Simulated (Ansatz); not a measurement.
One change: `BrC1BO1` becomes `[InH2][CH]1BO1`.

Ansatz, PBE0-D4/def2-TZVP geometries, multiplicity 1. 

Elements past krypton have def2 core potentials. Scalar relativity is left out up to krypton. Spin–orbit coupling is left out; it splits and shifts lone-pair levels of the heavy atoms by tenths of an eV.

| property | `BrC1BO1` |
| --- | --- |
| LUMO energy (B3LYP/def2-TZVPP) / eV | -1.39 |
| HOMO–LUMO gap (PBE0/def2-TZVPP) / eV | 6.63 |
| zero-point energy (PBE0-D4/def2-TZVP) / kJ/mol | 86.5 |
| LUMO energy (PBE/def2-TZVPP) / eV | -2.16 |
| LUMO energy (ωB97M-V/def2-TZVPP) / eV | 0.87 |
| ideal-gas entropy at 298 K and 1 bar (rigid rotor, harmonic PBE0-D4/def2-TZVP) / J/(mol·K) | 291 |

(1) Give the same properties after the change, and the shifts. (An estimate is asked.)

## Answers

(1) Computed: 
| property | `[InH2][CH]1BO1` | shift |
| --- | --- | --- |
| LUMO energy (B3LYP/def2-TZVPP) / eV | -2.09 | -0.70 |
| HOMO–LUMO gap (PBE0/def2-TZVPP) / eV | 5.57 | -1.06 |
| zero-point energy (PBE0-D4/def2-TZVP) / kJ/mol | 113.5 | 27.0 |
| LUMO energy (PBE/def2-TZVPP) / eV | -2.54 | -0.38 |
| LUMO energy (ωB97M-V/def2-TZVPP) / eV | -0.33 | -1.20 |
| ideal-gas entropy at 298 K and 1 bar (rigid rotor, harmonic PBE0-D4/def2-TZVP) / J/(mol·K) | 329 | 38 |

With PBE0 the HOMO rises by 0.40 eV and the LUMO falls by 0.66 eV, so the gap narrows by about 1.06 eV. PBE moves the HOMO by 0.33 eV and ωB97M-V by 0.43 eV. The zero-point energy changes by 27.0 kJ/mol with +6 modes.

B3LYP here is the variant with VWN-RPA as its local correlation; programs differ in this.
